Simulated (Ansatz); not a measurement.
Geometry optimisation, Ansatz 0.2.0, RKS B3LYP/def2-SVP.

Input:

```yaml
crystal:
  periodic: [false, false, false]
  atoms:
    - { symbol: B, position_ang: [-0.236501, -0.300391, -0.141704] }
    - { symbol: Cl, position_ang: [1.706419, -0.511539, 2.345186] }
    - { symbol: C, position_ang: [0.793936, -0.06377, -1.298281] }
    - { symbol: C, position_ang: [-1.258658, 0.757641, 0.395524] }
    - { symbol: H, position_ang: [0.88003, -1.335774, 1.744594] }
    - { symbol: H, position_ang: [-0.338478, -1.405139, 0.263419] }
    - { symbol: H, position_ang: [0.932344, 0.989464, -1.588767] }
    - { symbol: H, position_ang: [1.777303, -0.505744, -1.063279] }
    - { symbol: H, position_ang: [0.434048, -0.620343, -2.18743] }
    - { symbol: H, position_ang: [-1.460795, 0.659602, 1.474379] }
    - { symbol: H, position_ang: [-1.00568, 1.803754, 0.162118] }
    - { symbol: H, position_ang: [-2.223868, 0.532338, -0.105859] }
basis:
  gaussian: { orbitals: def2-SVP }
hamiltonian:
  xc: b3lyp
relax:
  f_tol: 0.03
  max_steps: 50
output:
  orbitals: {}
```

Launched with:

```bash
$ ansatz run input.yaml --threads 2 --pin off --max-ram 3072MiB --backend cpu --events-out ev --progress --plain --runs-dir out
```

Where does it end, and by what steps?

The run converged. The force dipped under the threshold on the way, but the program's further checks kept it going. After 18 steps the energy has fallen by 0.045 eV; Cl2 moved furthest, 0.46 Å.

| step | energy less start (eV) | largest force component (eV/Å) | accepted |
| --- | --- | --- | --- |
| 0 | 0.0000 | 0.923 | yes |
| 1 | -0.0183 | 0.549 | yes |
| 2 | -0.0323 | 0.148 | yes |
| 3 | -0.0338 | 0.280 | yes |
| 4 | -0.0385 | 0.120 | yes |
| 5 | -0.0392 | 0.102 | yes |
| 6 | -0.0393 | 0.177 | yes |
| 7 | -0.0369 | 0.176 | no |
| 8 | -0.0414 | 0.033 | yes |
| 9 | -0.0418 | 0.017 | yes |
| 10 | -0.0416 | 0.184 | no |
| 11 | -0.0428 | 0.015 | yes |
| 12 | -0.0432 | 0.106 | yes |
| 13 | -0.0436 | 0.065 | yes |
| 14 | -0.0437 | 0.053 | yes |
| 15 | -0.0443 | 0.033 | yes |
| 16 | -0.0447 | 0.042 | yes |
| 17 | -0.0449 | 0.072 | yes |
| 18 | -0.0451 | 0.023 | yes |

```xyz
12
Properties=species:S:1:pos:R:3
B -0.283 -0.247 -0.206
Cl 1.757 -0.936 2.507
C 0.766 -0.032 -1.344
C -1.276 0.820 0.360
H 0.860 -1.389 1.685
H -0.344 -1.367 0.283
H 0.709 0.937 -1.863
H 1.769 -0.109 -0.876
H 0.739 -0.851 -2.086
H -1.255 0.842 1.464
H -1.139 1.842 -0.027
H -2.303 0.490 0.103
```

Whether the end is a true minimum wasn't checked by a vibrational analysis.

Run time: 37 s on 2 threads of Arm Neoverse V2, with other jobs on the host, peak memory 0.2 GiB.
